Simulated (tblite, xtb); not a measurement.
C2H9AlOSi (SMILES [CH3][Al]([CH3])[O][SiH3]), singlet, at a GFN2-xTB geometry (such geometries of metal compounds can be far from the true shape). Base run: GFN1-xTB (xtb).

Geometry (Å):
```xyz
14

Al     0.1642     0.8031     0.5294
C      1.7199     1.9120    -0.0428
H      2.6538     1.3437     0.0071
H      1.8527     2.8086     0.5657
H      1.6163     2.2358    -1.0829
C     -1.1003     1.1136     2.0399
H     -1.0929     0.2750     2.7428
H     -2.1311     1.2024     1.6835
H     -0.8744     2.0171     2.6093
O     -0.1220    -0.5860    -0.3861
Si    -0.3932    -1.9245    -1.2701
H     -1.5991    -2.5641    -0.7406
H      0.7819    -2.7854    -1.1207
H     -0.5779    -1.4957    -2.6581
```
Charge 0, spin multiplicity 1.
All else is at xtb's defaults.
Base energy -17.05779 Eh.

Programs used: tblite, xtb; a row that names a program was run with it.

Each row names what was changed in the base input (with any setting that the change needs).

| change | ΔE vs base (mEh) | HOMO-LUMO gap (eV) | dipole (D) | G_solv (kcal/mol) | SCF cycles |
|---|---|---|---|---|---|
| base | 0.000 | 4.86 | 2.48 | - | 9 |
| program = tblite; method = gfn1 | 0.000 | - | - | - | - |
| program = tblite; method = gfn1; option = --grad | 0.000 | - | - | - | - |
| acc = 0.0001 | 0.000 | 4.86 | 2.48 | - | 15 |
| alpb = benzene | -7.461 | 4.84 | 2.60 | -4.72 | 10 |
| program = tblite; method = gfn1; option = (--etemp, 2000) | 0.000 | - | - | - | - |
| acc = 30 | 0.000 | 4.86 | 2.48 | - | 8 |
| gbsa = toluene | -9.446 | 4.83 | 2.65 | -6.01 | 10 |
| etemp = 1000 | 0.000 | 4.86 | 2.48 | - | 9 |

ALPB and GBSA are two models with their own fitted parameters for each solvent, which aren't always the measured dielectric constant.
